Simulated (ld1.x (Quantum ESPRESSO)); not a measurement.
# What the settings do to the PAW potential of He

Base potential:

```
Element                 : helium
Generator               : ld1.x (Quantum ESPRESSO) 7.5
Type                    : PAW
Functional              : LDA (PZ)
Relativity              : scalar-relativistic
Frozen core             : none
Valence charge          : 2
Reference configuration : 1s2
Partial waves           : 1s (bound): rcut 0.35, rcutus 0.50 bohr; 1s channel at 3.9 Ry: rcut 0.35, rcutus 0.50 bohr; 2p channel at 0.05 Ry: rcut 0.40, rcutus 0.50 bohr
Local potential         : all-electron potential smoothed inside 0.45 bohr (lloc = -1)
Core correction         : none
Augmentation charge     : BG, radius 0.35 bohr
```

All-electron outer shells of the reference configuration (LDA (PZ), scalar-relativistic, ld1.x):

```json
{"shell": "1s", "level (eV)": "-15.52", "outermost node (bohr)": "–", "outermost maximum (bohr)": "0.57"}
```

Cutoffs, loose and tight: the cutoffs (Ry, on a coarse ladder) from which the occupation-weighted sum of valence levels, in a spherical-Bessel basis at the reference potential, stays within 10 and 1 mRy of its value at 400 Ry. They do not see the model core or the augmentation charge, which bear on the density cutoff. Test errors are all-electron minus pseudo excitation energies from the reference, over the configurations 1s1; 1s1.5 (two spin-polarised tests are not counted in the largest error). A dash means not determined; rows that change the core or the reference have their own tests.

Cutoffs are not given where the Bessel-basis levels miss the radial ones by over 6 mRy, ghosts where they miss by over 20 mRy; a channel whose overlap is not positive is not tested.

| change | outcome | cutoff, loose | cutoff, tight | bound ghosts | largest test error (meV) |
| --- | --- | --- | --- | --- | --- |
| base | generated | 120 Ry | 180 Ry | none | -0.5 |
| local potential all-electron potential smoothed inside 0.40 bohr (lloc = -1) | generated | 120 Ry | 180 Ry | none | -0.5 |
| all radii scaled by about 1.24 (s 0.62, p 0.62 bohr, rcut 0.44/0.50); local potential all-electron potential smoothed inside 0.56 bohr (lloc = -1); augmentation BG, radius 0.44 bohr | generated | 90 Ry | 120 Ry | none | -0.3 |
| augmentation BESSEL, radius 0.35 bohr | generated | 120 Ry | 180 Ry | none | -0.5 |
| local potential all-electron potential smoothed inside 0.46 bohr (lloc = -1) | generated | 120 Ry | 180 Ry | none | -0.5 |
| wave 2p channel at 0.05 Ry: rcut 0.40, rcutus 0.50 bohr becomes 2p channel at 0.05 Ry: rcut 0.40, rcutus 0.62 bohr | generated | 120 Ry | 180 Ry | none | -0.5 |

(1) What comes out with this change to the base: waves 1s (bound): rcut 0.35, rcutus 0.42 bohr; 1s channel at 3.9 Ry: rcut 0.35, rcutus 0.42 bohr?

(2) What comes out with this change to the base: type TM; waves now 1s (bound): rc 0.50 bohr; 2p channel at 0.05 Ry: rc 0.50 bohr; local potential the p channel?

(3) What comes out with this change to the base: reference 1s1?

Results:

(1) outcome: generated; cutoff, loose: 160 Ry; cutoff, tight: 260 Ry; bound ghosts: none; largest test error (meV): -0.6.

(2) outcome: generated; cutoff, loose: 160 Ry; cutoff, tight: 230 Ry; bound ghosts: none; largest test error (meV): +1.8.

(3) outcome: generated; bound ghosts: not determined; largest test error (meV): +0.8.
